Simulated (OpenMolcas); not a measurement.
# Pt2+: ligand-field states by method

Pt2+ with its 8 nearest fluoride ions at 2.284 Å, on the Ca site of CaF2 (a = 5.46294 Å, distance in the model lattice 2.366 Å). The rest of the host is ab initio model potentials to 7.6 Å and point charges beyond; the distance is set by hand and nothing relaxes. Ligand basis ANO-RCC-VDZP.

```
Program             : OpenMolcas 26.06
Basis               : ANO-RCC-VTZP [8s7p5d3f1g]
Scalar Hamiltonian  : DKH2, point nucleus
Active space        : 8 electrons in 5 orbitals (5d)
State averaging     : 2S+1 = 3 even, 10 roots; 2S+1 = 1 even, 15 roots
Spin-orbit coupling : state interaction with AMFI integrals over the reference wave functions
```

I. CASSCF
II. SS-CASPT2, IPEA 0.25 Eh, imaginary shift 0.1 Eh (closed shells correlated: 5s 5p and the ligand valence shells)

Spin-free states (labels of O, the rotations of Oh) in cm-1, each column counted from its own energy of the first state listed:

```tsv
State	Degeneracy	I	II
3T1	3	0	0
3T2	3	8541	9650
1T2	3	11988	8120
1E	2	12423	8790
3A2	1	18210	21710
3T1	3	19633	17090
1T2	3	22368	19630
1A1	1	23218	18030
1T1	3	24852	22230
1E	2	31793	31670
1A1	1	51087	45880
```

From I to II, I's first state of the same spin (3T2) moves from 8541 to 9650 cm-1, by about +1100 cm-1.

From I to II, I's first state of another spin (1T2) moves from 11988 to 8120 cm-1, by about -3900 cm-1.

I: A least-squares ligand-field fit to the states below 45000 cm-1, each weighted by its degeneracy and with a free common offset, gives 10Dq = -9664 cm-1 (negative for this site), B = 814 cm-1 and C = 3292 cm-1 (C/B = 4.04), with an rms deviation of 48 cm-1. The same method and metal basis give the free ion B = 865 cm-1 (fit to its terms below 60000 cm-1, rms deviation 8 cm-1), so the nephelauxetic ratio is β = 814 / 865 = 0.94; it hangs on how both fits weigh the states, and computed free-ion B values tend to be too large, so β mixes covalency with correlation.

II: A least-squares ligand-field fit to the states below 45000 cm-1, each weighted by its degeneracy and with a free common offset, gives 10Dq = -11499 cm-1 (negative for this site), B = 546 cm-1 and C = 2653 cm-1 (C/B = 4.86), with an rms deviation of 325 cm-1. The same method and metal basis give the free ion B = 677 cm-1 (fit to its terms below 60000 cm-1, rms deviation 447 cm-1), so the nephelauxetic ratio is β = 546 / 677 = 0.81; it hangs on how both fits weigh the states, and computed free-ion B values tend to be too large, so β mixes covalency with correlation.

From I to II, 10Dq changes by +19 %, B by -33 % and C by -19 %.

χT at 300 K: I 0.73, II 0.65 cm3 K/mol.

The states above are spin-free; spin-orbit coupling is strong here and shifts and splits them by thousands of cm-1.

Roots that are degenerate in the reference are averaged as groups; the widest CASPT2 spread within a group is 490 cm-1 (the 3-fold group of multiplicity 1 near 19600 cm-1 above the lowest state of its run, II). Shifts and gaps below about the spread of the groups concerned are not significant. Over all roots computed the reference weight is 0.67 to 0.68 in II; a low but even weight reflects the number of correlated electrons. Real 4d8 and 5d8 ions are as a rule square planar and diamagnetic. Ligand-to-metal charge-transfer states are missing. With no ligand orbital active B as a rule stays too high, so bands that hang on it stand too high and its fall with covalency is understated. Without dynamic correlation the repulsion within the d shell is too large (B by tens of per cent), so at a given field states of lower spin stand too high (holds for I). With metal d orbitals alone the field can be off either way by tens of per cent (holds for I). With one d shell and no ligand orbital active, 10Dq can be off by a tenth or more (holds for II). No measured value stands beside these numbers; the geometry was set by hand and not optimised.
